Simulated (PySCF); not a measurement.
This script is equivalent to a calculation on Se⁺ (selenium, charge +1).

```python
from pyscf import gto, scf, dft, mp, cc
import basis_set_exchange as bse
mol = gto.M(atom="Se 0 0 0", charge=1, spin=3, symmetry="D2h",
            basis=gto.basis.parse(bse.get_basis("jorge-DZP-DKH", elements=["Se"], fmt="nwchem", header=False)),
            nucmod="G")
mf = scf.UHF(mol).sfx2c1e()
mf.irrep_nelec = {'Ag': (6, 6), 'B1g': (1, 1), 'B2g': (1, 1), 'B3g': (1, 1), 'B1u': (3, 2), 'B2u': (3, 2), 'B3u': (3, 2)}
mf.kernel()
```

Question: What total energy does it give?

Answer: -2427.62254 hartree (calculated).

Question: Which occupied shell lies highest, and where?

Answer: 4p α, at -21.413 eV.

Question: What is ⟨S²⟩, and what would a pure spin state give?

Answer: 3.750, against 3.75.
